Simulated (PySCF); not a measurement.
**C₆ coefficients of unlike pairs at UHF**

Calculated with PySCF 2.14 from the dipole response of each species, C₆(A,B) = (3/π) ∫ α_A(iu) α_B(iu) du, in atomic units, from isotropic polarisabilities. For ions this is the dispersion term alone; charge-induced terms of lower order in 1/R come first.

```tsv
species	configuration	basis	relativity	α (bohr³)	C₆ (like pair)
Cu³⁺	[Ar] 3d8 (3F)	def2-QZVPPD (11s6p5d4f2g)	none	1.378	3.110
Mo⁺	[Kr] 4d5 (6S)	def2-QZVPPD with the def2 core potential (28 electrons) (7s5p4d3f2g)	core potential	17.05	107.6
Te	[Kr] 4d10 5s2 5p4 (3P)	aug-cc-pVDZ-PP with ECP28MDF (5s4p3d)	core potential	36.60	394.8
Ga⁺	[Ar] 3d10 4s2 (1S)	aug-cc-pVQZ-PP with ECP10MDF (7s6p5d3f2g)	core potential	21.19	111.3
```

Task: Estimate C₆ for Ga⁺ with Cu³⁺.

Result: The integral gives 13.26. The combination rule 2 C_A C_B / (C_A α_B/α_A + C_B α_A/α_B) gives 12.57 and the geometric mean 18.60.

No spin-orbit coupling is included.

The other pairs:

```tsv
pair	C₆
Te, Mo⁺	200.8
Te, Cu³⁺	25.38
Ga⁺, Te	208.8
Ga⁺, Mo⁺	105.6
Mo⁺, Cu³⁺	15.58
```
